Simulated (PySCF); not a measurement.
Parent: `[CH3:1][N:2]([CH3:3])/[CH:4]=[CH:5]/[CH:6]=[N+:7]([CH3:8])[CH3:9]` (charge +1) with C4–C5–C6–N7 180°, [C7H15N2]+.

Computed, not measured: PySCF, PBE0-D3(BJ)/def2-SVP geometry optimisation, gas phase. One conformer each, not checked by frequencies here.

```
coordinate of the parent    value
                   C1–N2  1.452 Å
                   N2–C3  1.453 Å
                   N2–C4  1.318 Å
                   C4=C5  1.394 Å
                   C5–C6  1.394 Å
                   C6=N7  1.318 Å
                   N7–C8  1.453 Å
                   N7–C9  1.452 Å
                C1–N2–C3   117.5°
                C1–N2–C4   121.5°
                C3–N2–C4   121.0°
                N2–C4–C5   126.4°
                C4–C5–C6   118.6°
                C5–C6–N7   126.5°
                C6–N7–C8   121.0°
                C6–N7–C9   121.5°
                C8–N7–C9   117.5°
```

**Question.** How does the shared frame change in `[CH3:1][N:2]([CH3:3])/[C:4]([Cl:5])=[CH:6]/[CH:7]=[N+:8]([CH3:9])[CH3:10]` (charge +1) with C4–C6–C7–N8 179°, [C7H14ClN2]+? Atoms pair as C1 = C1, N2 = N2, C3 = C3, C4 = C4, C5 = C6, C6 = C7, N7 = N8, C8 = C10, C9 = C9 (parent first).

**Answer.** 
```
  parent   relative  value in the relative  change
   C1–N2      C1–N2                1.458 Å  +0.006
   N2–C3      N2–C3                1.457 Å  +0.004
   N2–C4      N2–C4                1.327 Å  +0.009
   C4=C5      C4=C6                1.403 Å  +0.009
   C5–C6      C6–C7                1.393 Å  -0.001
   C6=N7      C7=N8                1.317 Å  -0.001
   N7–C8     N8–C10                1.452 Å  -0.001
   N7–C9      N8–C9                1.453 Å  +0.001
C1–N2–C3   C1–N2–C3                 117.3°    -0.2
C1–N2–C4   C1–N2–C4                 123.3°    +1.8
C3–N2–C4   C3–N2–C4                 119.3°    -1.7
N2–C4–C5   N2–C4–C6                 124.0°    -2.4
C4–C5–C6   C4–C6–C7                 122.7°    +4.1
C5–C6–N7   C6–C7–N8                 125.7°    -0.8
C6–N7–C8  C7–N8–C10                 121.3°    +0.3
C6–N7–C9   C7–N8–C9                 121.2°    -0.3
C8–N7–C9  C10–N8–C9                 117.5°     0.0
```

Of the parent's bonds, N2–C4 and C4–C5 change most and about equally (+0.009 Å). Bonds of the relative outside the shared frame: C4–Cl5 1.719 Å. Point group C2v → C1.

**Question.** How does the shared frame change in `[CH:1]#[C:2]/[C:3](=[CH:4]/[N:5]([CH3:6])[CH3:7])[CH:8]=[N+:9]([CH3:10])[CH3:11]` (charge +1) with C2–C3–C8–N9 -14°, [C9H15N2]+? Atoms pair as C1 = C7, N2 = N5, C3 = C6, C4 = C4, C5 = C3, C6 = C8, N7 = N9, C8 = C10, C9 = C11 (parent first).

**Answer.** 
```tsv
parent	relative	value in the relative	change
C1–N2	C7–N5	1.457 Å	+0.005
N2–C3	N5–C6	1.450 Å	-0.003
N2–C4	N5–C4	1.319 Å	+0.001
C4=C5	C4=C3	1.414 Å	+0.020
C5–C6	C3–C8	1.411 Å	+0.017
C6=N7	C8=N9	1.317 Å	-0.001
N7–C8	N9–C10	1.454 Å	+0.001
N7–C9	N9–C11	1.455 Å	+0.003
C1–N2–C3	C7–N5–C6	115.1°	-2.4
C1–N2–C4	C7–N5–C4	119.8°	-1.7
C3–N2–C4	C6–N5–C4	125.0°	+4.0
N2–C4–C5	N5–C4–C3	131.9°	+5.5
C4–C5–C6	C4–C3–C8	122.4°	+3.8
C5–C6–N7	C3–C8–N9	129.6°	+3.1
C6–N7–C8	C8–N9–C10	120.0°	-1.0
C6–N7–C9	C8–N9–C11	124.9°	+3.4
C8–N7–C9	C10–N9–C11	115.0°	-2.5
```

Of the parent's bonds, C4–C5 changes most (+0.020 Å). Bonds of the relative outside the shared frame: C1≡C2 1.213, C2–C3 1.432 Å. Point group C2v → C1.

**Question.** How does the shared frame change in `[CH:1]#[C:2]/[C:3](=[CH:4]/[CH:5]=[N+:6]([CH3:7])[CH3:8])[N:9]([CH3:10])[CH3:11]` (charge +1) with C3–C4–C5–N6 -178°, [C9H15N2]+? Atoms pair as C1 = C7, N2 = N6, C3 = C8, C4 = C5, C5 = C4, C6 = C3, N7 = N9, C8 = C10, C9 = C11 (parent first).

**Answer.** 
```json
{"parent": "C1–N2", "relative": "C7–N6", "value in the relative": "1.452 Å", "change": "0.000"}
{"parent": "N2–C3", "relative": "N6–C8", "value in the relative": "1.451 Å", "change": "-0.002"}
{"parent": "N2–C4", "relative": "N6=C5", "value in the relative": "1.323 Å", "change": "+0.005"}
{"parent": "C4=C5", "relative": "C5–C4", "value in the relative": "1.392 Å", "change": "-0.002"}
{"parent": "C5–C6", "relative": "C4=C3", "value in the relative": "1.414 Å", "change": "+0.020"}
{"parent": "C6=N7", "relative": "C3–N9", "value in the relative": "1.336 Å", "change": "+0.018"}
{"parent": "N7–C8", "relative": "N9–C10", "value in the relative": "1.447 Å", "change": "-0.006"}
{"parent": "N7–C9", "relative": "N9–C11", "value in the relative": "1.455 Å", "change": "+0.003"}
{"parent": "C1–N2–C3", "relative": "C7–N6–C8", "value in the relative": "117.3°", "change": "-0.2"}
{"parent": "C1–N2–C4", "relative": "C7–N6–C5", "value in the relative": "121.3°", "change": "-0.2"}
{"parent": "C3–N2–C4", "relative": "C8–N6–C5", "value in the relative": "121.3°", "change": "+0.3"}
{"parent": "N2–C4–C5", "relative": "N6–C5–C4", "value in the relative": "124.9°", "change": "-1.5"}
{"parent": "C4–C5–C6", "relative": "C5–C4–C3", "value in the relative": "128.1°", "change": "+9.5"}
{"parent": "C5–C6–N7", "relative": "C4–C3–N9", "value in the relative": "128.1°", "change": "+1.6"}
{"parent": "C6–N7–C8", "relative": "C3–N9–C10", "value in the relative": "123.0°", "change": "+2.0"}
{"parent": "C6–N7–C9", "relative": "C3–N9–C11", "value in the relative": "122.1°", "change": "+0.6"}
{"parent": "C8–N7–C9", "relative": "C10–N9–C11", "value in the relative": "114.8°", "change": "-2.7"}
```

Of the parent's bonds, C5–C6 changes most (+0.020 Å). Bonds of the relative outside the shared frame: C1≡C2 1.212, C2–C3 1.431 Å. Point group C2v → C1.
